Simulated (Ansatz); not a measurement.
perfluoropentacene, `Fc1c(F)c(F)c2c(F)c3c(F)c4c(F)c5c(F)c(F)c(F)c(F)c5c(F)c4c(F)c3c(F)c2c1F`. Charge 0, multiplicity 1. Geometry r2SCAN-D4/def2-SVP, basis def2-SVP, Ansatz.

| run | HOMO (eV) | LUMO (eV) |
| --- | --- | --- |
| A | -5.15 | -4.09 |
| B | -4.86 | -3.89 |
| C | -5.83 | -3.64 |
| D | -5.60 | -3.66 |

B3LYP takes the VWN-RPA correlation. Single mean-field runs in def2-SVP are fitted with def2-universal-jkfit.

The runs used B3LYP, PBE, PBE0, r2SCAN. Estimate which is which.

A r2SCAN (0 % exact exchange); B PBE (0 % exact exchange); C PBE0 (25 % exact exchange); D B3LYP (20 % exact exchange). Exact exchange lowers occupied and raises empty levels; among semilocal functionals meta-GGAs tend to open the gap a little, and such runs are hard to tell apart. The gap grows from 0.97 eV (PBE) to 2.19 eV (PBE0).
